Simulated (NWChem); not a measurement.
**Basis-set convergence for H₃NSn**

```xyz
5

Sn    -0.2501     0.2128     0.0000
H      1.0320     1.4896     0.0000
N      1.1864    -1.2535     0.0000
H      2.1987    -1.0982     0.0000
H      0.9686    -2.2544     0.0000
```
Charge 0, spin multiplicity 1.

The numbers come from NWChem runs, not from measurements. Structure: optimised with PBE/def2-SVP with def2 effective core potentials on Sn, a minimum by its harmonic frequencies. It is one conformer; others weren't searched.

Quantity: vertical ionisation energy at the level ΔMP2 (Δ: difference of total energies, the cation a doublet at the parent's geometry with its hole in an orbital of symmetry a' (Cs labels); it is the state that the SCF runs reached, from PBE0 orbitals for Hartree-Fock references, and need not be the lowest).

Effective core potentials replace the inner electrons of Sn; spin-orbit coupling is left out. The correlated methods keep 5 core orbitals frozen. The structure started from a generated list of species. The stability of the SCF solutions was not checked. Open-shell Hartree-Fock references start from PBE0 orbitals; any time given for them includes that run.

Relative cost: rough, from shared machines, SCF included, def2-SVP = 1.

```json
[
 {"basis": "def2-SVP", "functions": "55", "vertical ionisation energy (eV)": "8.44", "relative cost": "1"},
 {"basis": "def2-SVPD", "functions": "76", "vertical ionisation energy (eV)": "8.61", "relative cost": "under 3"},
 {"basis": "def2-TZVP", "functions": "99", "vertical ionisation energy (eV)": "8.82", "relative cost": "3"},
 {"basis": "def2-TZVPD", "functions": "120", "vertical ionisation energy (eV)": "8.87", "relative cost": "6"},
 {"basis": "def2-TZVPP", "functions": "123", "vertical ionisation energy (eV)": "8.87", "relative cost": "6"}
]
```

Smallest basis within 0.2 eV of def2-TZVPP, the largest set run: def2-TZVP, with 99 functions against 123 (also within reach: def2-TZVPD). def2-TZVPP isn't the basis-set limit itself, and a small set can land close by cancellation.
